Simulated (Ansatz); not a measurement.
Geometry optimisation, Ansatz, RKS B3LYP/def2-SVP.

input.yaml

```yaml
crystal:
  periodic: [false, false, false]
  atoms:
    - { symbol: B, position_ang: [0.061284, -0.334989, -0.080981] }
    - { symbol: H, position_ang: [0.070281, -0.476098, 1.110826] }
    - { symbol: Cl, position_ang: [1.616861, -0.248791, -0.907718] }
    - { symbol: O, position_ang: [-1.064236, -0.36299, -0.810001] }
    - { symbol: H, position_ang: [-1.871758, -0.393321, -0.281593] }
    - { symbol: F, position_ang: [0.024434, 1.986639, 0.916335] }
    - { symbol: H, position_ang: [0.362533, 1.32615, 1.472031] }
basis:
  gaussian: { orbitals: def2-SVP }
hamiltonian:
  xc: b3lyp
relax:
  f_tol: 0.03
  max_steps: 50
```

Launched with:

```bash
$ ansatz run input.yaml --threads 1 --pin off --max-ram 2048MiB --backend cpu --events-out ev --progress --plain --runs-dir out
```

Question: Where does it end, and by what steps?

Answer: The forces met the threshold. After 25 steps the energy has fallen by 0.156 eV; H7 moved furthest, 0.97 Å.

```csv
step,energy less start (eV),largest force component (eV/Å),accepted
0,0.0000,0.264,yes
1,-0.0152,0.775,yes
2,-0.0158,0.649,yes
3,-0.0233,0.796,yes
4,-0.0378,0.292,yes
5,-0.0412,0.237,yes
6,-0.0447,0.097,yes
7,-0.0461,0.084,yes
8,-0.0501,0.164,yes
9,-0.0534,0.227,yes
10,-0.0620,0.320,yes
11,-0.0734,0.241,yes
12,-0.0803,0.505,yes
13,-0.0881,0.400,yes
14,-0.0887,0.452,yes
15,-0.0871,1.686,no
16,-0.1036,0.479,yes
17,-0.1176,0.734,yes
18,-0.1354,0.234,yes
19,-0.1235,0.769,no
20,-0.1494,0.128,yes
21,-0.1525,0.397,yes
22,-0.1542,0.199,yes
23,-0.1555,0.037,yes
24,-0.1557,0.035,yes
25,-0.1558,0.015,yes
```

```xyz
7
Properties=species:S:1:pos:R:3
B -0.043 -0.474 0.009
H -0.031 -1.055 1.058
Cl 1.516 0.105 -0.656
O -1.132 -0.271 -0.740
H -1.946 -0.583 -0.321
F 0.060 1.963 1.324
H 0.776 1.812 0.745
```

The run took 66 s on 1 thread of Arm Neoverse V2 (shared host), peak memory 0.16 GiB.
